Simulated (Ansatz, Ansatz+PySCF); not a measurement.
```xyz
2

Al    0.0000    0.0000   -0.1096
H     0.0000    0.0000    1.4247
```

Basis set: def2-SVP (spherical functions). Correlated methods keep 5 orbitals frozen. Charge 0, multiplicity 1.

Computed with Ansatz (development build ahead of 0.2.0); each method stands on the lowest determinant of its kind that the runs found. Restricted open shells among the atoms or ions are ROHF, correlated in semicanonical orbitals with singles.

**Question.** Give the atomization energy at this shape (free ground-state atoms in the same class of orbitals less the molecule, no zero-point energy) of singlet AlH by RHF-CCSD(T), RHF-MP2, UHF-MP2, UHF, RHF.

**Answer.**

```
     method  atomization energy
RHF-CCSD(T)             2.96 eV
    RHF-MP2             2.80 eV
    UHF-MP2             2.71 eV
        UHF             2.22 eV
        RHF             2.28 eV
```

Caution for UHF-MP2: another reference gives a lower total. Caution for UHF-MP2, UHF: the determinant breaks the point group; the unrestricted determinant is spin contaminated.
